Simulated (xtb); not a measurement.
Te(NH2)(SiH3) (H₅NSiTe), SMILES N[Te][SiH3]. All values are semi-empirical tight-binding results from xtb (GFN2-xTB unless named), good for trends rather than for accurate numbers. Geometry: GFN2-xTB. One conformer was computed; it need not be the lowest.

Computed properties:
The orbital gap is 3.45 eV. The zero-point energy is 30.6 kcal/mol. The G − E(el) at 298.15 K (modified RRHO) is 11.0 kcal/mol and the static polarisability (D4 model) comes out as 80.2 bohr³. The solvation energy, GFN2-xTB/ALPB(water) comes out as -3.2 kcal/mol and the solvation energy, GFN2-xTB/ALPB(hexane) is -3.4 kcal/mol.
